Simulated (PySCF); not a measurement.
A series of substituents X on one scaffold: SiH2(OH)-X. Isolated molecules, 0 K electronic values unless said otherwise. One relaxed conformer stands for each flexible species; it need not be the lowest. Strings in code marks are SMILES.

The numbers are results of B3LYP-D3(BJ)/def2-TZVP // PBE0-D4/def2-TZVP (PySCF 2.14.0), not measurements. All candidates: neutral, multiplicity 1. B3LYP has the VWN-RPA correlation part, as in Gaussian. Delta-SCF ions had no search for a lower state. Excitations are Tamm–Dancoff values on a coarser integration grid. The basis has no diffuse functions, so Rydberg states are missing or too high.

```
Quantity                                   Value
--------------------------------------  --------
S1 excitation (TDA)                      6.52 eV
vertical ionisation energy (Delta-SCF)  10.24 eV
HOMO                                    -7.86 eV
```

Name which member has these values.
(A) `O=C(O)[SiH2]O`
(B) `OC[SiH2]O`
(C) `O[SiH2]B(O)O`
(D) `O[SiH2]S` (H–O–Si–S torsion -52°, O–Si–S–H torsion -65°)

C, `O[SiH2]B(O)O`. The others give `OC[SiH2]O`: 6.20 eV, 9.81 eV, -7.32 eV; `O=C(O)[SiH2]O`: 5.21 eV, 10.51 eV, -7.97 eV; `O[SiH2]S` (H–O–Si–S torsion -52°, O–Si–S–H torsion -65°): 6.21 eV, 10.03 eV, -7.44 eV
